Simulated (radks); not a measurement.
The numbers below are computed, except where a source is named.
Question: Excited configurations of the selenium ion Se+: one electron is placed in a higher orbital outside [Ar] 3d10 4s2 4p2. The ground configuration is [Ar] 3d10 4s2 4p3. Code: a radial shooting solver on a logarithmic mesh with Libxc functionals. Model: Dirac Kohn-Sham, PBEsol, spin-unpolarised, spherical densities, point nucleus; open shells fill j = l - 1/2 first. Excitation = E - E(ground); binding = E(ion) - E, where the ion is the core of charge +2; n* = 2/sqrt(2 binding) in atomic units, and the quantum defect is n - n*.

outer orbital  excitation (eV)  binding (eV)     n*  quantum defect  eigenvalue (eV)  <r> (bohr)
4d3/2                   12.451         7.676  2.663           1.337           -4.945       3.848
5p1/2                   13.134         6.993  2.790           2.210           -5.353       5.589
5f5/2                   17.760         2.367  4.795           0.205           -1.781       14.72
6d3/2                   17.464         2.663  4.521           1.479           -2.086       14.48
7s1/2                   17.216         2.911  4.324           2.676           -2.341       14.55
7d3/2                   18.293         1.834  5.448           1.552           -1.466       21.82
7f5/2                   18.864         1.263  6.564           0.436           -1.008       30.96

Estimate the row for 7p1/2.

Answer: excitation (eV) 17.630; binding (eV) 2.496; n* 4.669; quantum defect 2.331; eigenvalue (eV) -1.998; <r> (bohr) 16.57. The Delta-SCF ionisation energy is 20.127 eV (NIST Atomic Spectra Database: 21.20 eV, measured). Self-interaction in the functional shifts the binding energies and quantum defects, so they are the method's values and not measured ones. Spin polarisation and multiplet splitting are left out, so open shells lie too high by an amount that depends on their filling.

Beside tabulated values, note that spin-unpolarised runs miss the spin-polarisation part of the exchange energy of open shells.
